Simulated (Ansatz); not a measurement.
The cluster Al4H5⁺, relaxed as a singlet with RKS B3LYP-D4/def2-SVP in Ansatz, starting from the GFN1-xTB geometry. Force threshold 0.02 eV/Å.

The restricted singlet is unstable towards broken spin symmetry in Hartree–Fock (as tested in another run); at B3LYP-D4/def2-SVP this wasn't settled. The structure comes from a short search, and lower isomers may exist.

Start:

Cartesian coordinates in Å:
```
Al 0.841 -1.304 0.202
Al -0.080 -0.530 -2.413
Al -0.710 1.757 -1.073
Al -0.378 0.481 1.563
H 1.672 -0.299 -1.401
H -1.660 0.393 0.571
H -0.450 0.114 3.047
H 0.504 1.645 0.896
H 0.261 -2.258 -1.392
```

(1) Estimate the energy that the relaxation releases and the steps that it takes.

(2) Does the start keep its bonding?

(3) Predict the relaxed structure.

## Answers

(1) 1.67 eV, in 25 steps; 26 s on 4 threads of Arm Neoverse V1 on a shared host. No frequencies were taken in this run, so the end may be a saddle point.

(2) Bonds lost: Al2–Al3 (atoms count from 1). Bonds formed: Al1–Al3, Al1–H5, Al1–H9, Al3–H6, Al3–H8 (atoms count from 1).

(3) 
```xyz
9

Al    0.325   -0.463   -0.751
Al    1.418   -2.041   -2.953
Al   -1.066    1.695   -0.253
Al   -0.325    0.397    1.768
H     1.763   -0.517   -1.584
H    -1.858    0.756    1.049
H    -0.112   -0.034    3.263
H     0.043    1.963    1.126
H    -0.187   -1.756   -1.665
```
Bond lengths (bridged metal pairs left out): 2 × Al–Al 2.62 to 2.74 Å; 7 × Al–H 1.57 to 1.79 Å.
